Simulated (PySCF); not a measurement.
## Basis and Hamiltonian dependence of the excitation energy of Pd⁺

Pd⁺ [Kr] 4d9 (2D) → Pd⁺ [Kr] 4d8 5s1 (4F). Calculated with PySCF 2.14 from differences of total energies of unrestricted determinants, without spin-orbit coupling. Values in eV.

| basis | Hamiltonian | functions | UHF | PBE | PBE0 | MP2 (valence) | CCSD(T) (valence) | CCSD(T) (valence and next inner shell) |
| --- | --- | --- | --- | --- | --- | --- | --- | --- |
| aug-cc-pVDZ-PP with ECP28MDF | ECP | 54 | 2.360 | 2.912 | 2.967 | 3.219 | 3.075 | n/a |
| def2-TZVPPD with the def2 core potential (28 electrons) | ECP | 56 | 2.348 | 2.947 | 2.993 | 3.341 | 3.191 | 3.013 |
| ANO-RCC-VTZP | spin-free X2C | 68 | 2.483 | 3.302 | 3.295 | 3.529 | 3.358 | 3.246 |
| aug-cc-pwCVDZ-PP with ECP28MDF | ECP | 70 | 2.271 | 2.843 | 2.891 | 3.197 | 3.032 | 2.790 |
| x2c-TZVPPall | spin-free X2C | 79 | 2.346 | 3.106 | 3.105 | 3.344 | 3.183 | 3.050 |
| def2-QZVPPD with the def2 core potential (28 electrons) | ECP | 88 | 2.327 | 2.879 | 2.934 | 3.348 | 3.179 | n/a |
| aug-cc-pVTZ-PP with ECP28MDF | ECP | 88 | 2.291 | 2.844 | 2.896 | 3.280 | 3.114 | n/a |
| x2c-TZVPPall with one added diffuse shell each of s, p, d, f type | spin-free X2C | 95 | 2.347 | 3.105 | 3.105 | 3.347 | 3.178 | 3.049 |
| aug-cc-pVTZ-DK | spin-free X2C | 102 | 2.350 | 3.081 | 3.087 | 3.343 | 3.171 | n/a |
| aug-cc-pVTZ-PP with one added diffuse shell each of s, p, d, f, g type with ECP28MDF | ECP | 113 | 2.290 | 2.844 | 2.896 | 3.280 | n/a | n/a |
| x2c-QZVPPall | spin-free X2C | 118 | 2.344 | 3.086 | 3.090 | 3.353 | n/a | n/a |
| aug-cc-pwCVTZ-PP with ECP28MDF | ECP | 122 | 2.279 | 2.843 | 2.894 | 3.306 | n/a | n/a |
| x2c-QZVPPall with one added diffuse shell each of s, p, d, f, g type | spin-free X2C | 143 | 2.344 | 3.086 | 3.091 | 3.355 | n/a | n/a |

Frozen in the all-electron rows: valence and next inner shell: [Ar] 3d10; valence: [Kr]; with a core potential, the same shells as far as they lie outside it.

Reference for a calculation without spin-orbit coupling: 3.194 eV (measured, between term centres; NIST).
